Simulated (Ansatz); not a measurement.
cis-NiH2(PH3)2 (NiP₂H₈), relaxed as a singlet with RKS PBE0-D4/def2-SVP in Ansatz, starting from the GFN2-xTB geometry. Force threshold 0.02 eV/Å.

The restricted singlet is unstable towards broken spin symmetry in Hartree–Fock (as tested in another run); at PBE0-D4/def2-SVP this wasn't settled.

Start:

```csv
atom,x (Å),y (Å),z (Å)
Ni1,-0.078,0.812,0.577
P2,-0.156,-1.270,1.178
P3,0.214,0.719,-1.569
H4,-0.088,2.235,0.596
H5,-0.261,1.285,1.906
H6,-0.004,-2.336,0.300
H7,-1.287,-1.790,1.784
H8,0.721,-1.781,2.119
H9,1.324,1.293,-2.164
H10,-0.694,1.299,-2.439
H11,0.308,-0.467,-2.287
```

```json
{"step": "1", "energy (eV)": "-59725.4116", "largest force component (eV/Å)": "1.463", "SCF passes": "54"}
{"step": "2", "energy (eV)": "-59725.5570", "largest force component (eV/Å)": "0.695", "SCF passes": "33"}
{"step": "3", "energy (eV)": "-59725.5829", "largest force component (eV/Å)": "0.256", "SCF passes": "32"}
{"step": "4", "energy (eV)": "-59725.5872", "largest force component (eV/Å)": "0.220", "SCF passes": "32"}
{"step": "5", "energy (eV)": "-59725.5971", "largest force component (eV/Å)": "0.102", "SCF passes": "33"}
{"step": "6", "energy (eV)": "-59725.5984", "largest force component (eV/Å)": "0.046", "SCF passes": "33"}
{"step": "7 (rejected)", "energy (eV)": "-59725.5980", "largest force component (eV/Å)": "0.081", "SCF passes": "32"}
{"step": "8", "energy (eV)": "-59725.5989", "largest force component (eV/Å)": "0.005", "SCF passes": "26"}
```

Force components are those of the run's own axes.

End:

```tsv
atom	x (Å)	y (Å)	z (Å)
Ni1	-0.067	0.669	0.475
P2	-0.166	-1.316	1.218
P3	0.225	0.743	-1.625
H4	-0.079	2.130	0.518
H5	-0.260	1.179	1.832
H6	-0.050	-2.523	0.459
H7	-1.338	-1.703	1.924
H8	0.760	-1.694	2.230
H9	1.360	1.448	-2.113
H10	-0.740	1.438	-2.406
H11	0.355	-0.371	-2.513
```

By distances, no bond broke or formed. The bond that changes most is Ni1–P3, from 2.17 to 2.12 Å (atoms count from 1).

No frequencies were taken in this run, so the end may be a saddle point.

Run time 33 s (2 threads of Arm Neoverse V1 on a shared host).
